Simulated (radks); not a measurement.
Values are calculated unless marked as measured or tabulated.
Species: Co. Configuration: [Ar] 3d7 4p2 (not the ground configuration). Code: a radial shooting solver on a logarithmic mesh with Libxc functionals. Model: scalar-relativistic Kohn-Sham, r2SCAN, spin-polarised, spherical densities, finite nucleus; open shells are filled with parallel spins first; meta-GGA in the generalised Kohn-Sham scheme; Fermi nuclear charge, rms radius 3.7875 fm.

Normalised radial functions P(r) = r R(r), r in bohr:

r,3p up,3d down,4p up
0.006561,0.0094,0.0001,0.0018
0.009945,0.0202,0.0002,0.0039
0.0152,0.0432,0.0006,0.0084
0.02304,0.0882,0.0019,0.0171
0.0352,0.1731,0.0060,0.0336
0.05336,0.3089,0.0178,0.0599
0.08154,0.4888,0.0505,0.0945
0.1236,0.6197,0.1278,0.1188
0.1889,0.5099,0.2877,0.0947
0.2863,-0.0110,0.5363,-0.0104
0.4375,-0.7898,0.8138,-0.1574
0.6632,-1.1956,0.9504,-0.1944
1.013,-0.8997,0.8325,-0.0167
1.536,-0.3658,0.5549,0.2757
2.347,-0.0687,0.2771,0.5102
3.558,-0.0053,0.0987,0.5255
5.438,-0.0001,0.0188,0.3175
8.243,0.0000,0.0017,0.0979
12.6,0.0000,0.0000,0.0119

3p up: eigenvalue -72.614 eV, 1 radial node at r = 0.284 bohr, <r> = 0.814 bohr, 90 % of the charge inside 1.25 bohr. 3d down: eigenvalue -8.854 eV, 0 radial nodes, <r> = 1.07 bohr, 90 % of the charge inside 1.88 bohr. 4p up: eigenvalue -3.318 eV, 2 radial nodes at r = 0.278, 1.04 bohr, <r> = 3.69 bohr, 90 % of the charge inside 5.70 bohr.
